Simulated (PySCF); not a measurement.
**Relaxation of sextet MnH2**

Method: PySCF, UPBE0, basis Mn def2-TZVP, H def2-TZVP (no relativity, density fitting). A (50,194) grid was used.

A hand-made side-on start, of C2v symmetry, held to at least that symmetry:

Coordinates in bohr (charge 0 multiplicity 6):
```
Mn    0.0000    0.0000   -0.0991
H     0.7937    0.0000    2.7011
H    -0.7937    0.0000    2.7011
```

**Question.** What forces act on the atoms at the start (eV/Å)?

**Answer.** 
```csv
atom,Fx,Fy,Fz
Mn1,0.00,0.00,-3.41
H2,1.72,0.00,1.70
H3,-1.72,0.00,1.70
```

**Question.** What does it relax to?

**Answer.** It ends at C2v with H–H 0.877 Å, Mn–H 1.785 Å (×2); H–H–Mn 75.8° (×2), H–Mn–H 28.4°. A frequency run shows a minimum. Other isomers or separated fragments may lie lower.

**Question.** How much energy is released, and in how many steps?

**Answer.** 35.8 kJ/mol in 8 steps.

With open d or f shells other occupations or spin states may lie lower.

The relaxation took about 18 core-seconds on a shared host.
